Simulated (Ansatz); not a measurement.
Start from `C[O][Y]([OH])[OH]` and change one atom or group to get `[OH][Y]([OH])[OH]`.

Ansatz, PBE0-D4/def2-TZVP geometries, multiplicity 1. Each molecule was computed in one conformer, which needn't be the lowest.

Elements past krypton have def2 core potentials.

| property | `C[O][Y]([OH])[OH]` |
| --- | --- |
| LUMO energy (ωB97M-V/def2-TZVPP) / eV | -0.16 |
| LUMO energy (B3LYP/def2-TZVPP) / eV | -1.71 |
| HOMO energy (ωB97M-V/def2-TZVPP) / eV | -9.69 |
| size of the dipole moment (PBE/def2-TZVPP) / D | 0.32 |
| HOMO energy (PBE/def2-TZVPP) / eV | -5.77 |
| HOMO–LUMO gap (PBE/def2-TZVPP) / eV | 3.65 |

Give the same properties after the change, and the shifts. (Best estimate.)

Computed: 
| property | `[OH][Y]([OH])[OH]` | shift |
| --- | --- | --- |
| LUMO energy (ωB97M-V/def2-TZVPP) / eV | -0.13 | 0.03 |
| LUMO energy (B3LYP/def2-TZVPP) / eV | -1.69 | 0.02 |
| HOMO energy (ωB97M-V/def2-TZVPP) / eV | -10.40 | -0.71 |
| size of the dipole moment (PBE/def2-TZVPP) / D | 0.00 | -0.32 |
| HOMO energy (PBE/def2-TZVPP) / eV | -6.27 | -0.50 |
| HOMO–LUMO gap (PBE/def2-TZVPP) / eV | 4.18 | 0.53 |

B3LYP here is the variant with VWN-RPA as its local correlation; programs differ in this.
